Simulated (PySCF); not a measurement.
Input for PySCF: D3(BJ) and D4 dispersion corrections on FeO2 (SMILES [O]=[Fe]=[O]), 2S+1 = 3, a spin state set in the input, which need not be the lowest.

```python
from pyscf import gto
from pyscf.dispersion import dftd3, dftd4

mol = gto.M(
    atom='''
    Fe    0.19999897   -0.14833874    0.20200299
    O     1.02621673    0.27654152   -1.07601910
    O    -1.25938442   -0.08093117    0.80379648
    ''',
    basis='def2-svp',
    charge=0, spin=2, verbose=0, max_memory=1800)
d3, d4 = {}, {}
for xc in ['hf', 'pbe', 'blyp', 'revpbe', 'tpss', 'r2scan', 'b3lyp', 'pbe0', 'bhlyp', 'camb3lyp', 'b2plyp']:
    d3[xc] = float(dftd3.DFTD3Dispersion(mol, xc=xc, version='d3bj', atm=False).get_dispersion()['energy'])
    print(f'D3(BJ) {xc:10s} {d3[xc]:14.8f} Eh')
for xc in ['hf', 'pbe', 'blyp', 'revpbe', 'tpss', 'r2scan', 'b3lyp', 'pbe0', 'bhlyp', 'camb3lyp', 'b2plyp']:
    d4[xc] = float(dftd4.DFTD4Dispersion(mol, xc={'camb3lyp': 'cam-b3lyp'}.get(xc, xc), atm=True).get_dispersion()['energy'])
    print(f'D4     {xc:10s} {d4[xc]:14.8f} Eh')
```

Program output:

```
D3(BJ) hf            -0.01352872 Eh
D3(BJ) pbe           -0.00123612 Eh
D3(BJ) blyp          -0.00289688 Eh
D3(BJ) revpbe        -0.00302315 Eh
D3(BJ) tpss          -0.00160577 Eh
D3(BJ) r2scan        -0.00031077 Eh
D3(BJ) b3lyp         -0.00241187 Eh
D3(BJ) pbe0          -0.00110724 Eh
D3(BJ) bhlyp         -0.00209512 Eh
D3(BJ) camb3lyp      -0.00107634 Eh
D3(BJ) b2plyp        -0.00121243 Eh
D4     hf            -0.00577489 Eh
D4     pbe           -0.00159423 Eh
D4     blyp          -0.00355607 Eh
D4     revpbe        -0.00458252 Eh
D4     tpss          -0.00214797 Eh
D4     r2scan        -0.00033965 Eh
D4     b3lyp         -0.00262888 Eh
D4     pbe0          -0.00132635 Eh
D4     bhlyp         -0.00213769 Eh
D4     camb3lyp      -0.00135195 Eh
D4     b2plyp        -0.00109080 Eh
```

The run finished.

Cost: around 0.010 core-seconds (rough).
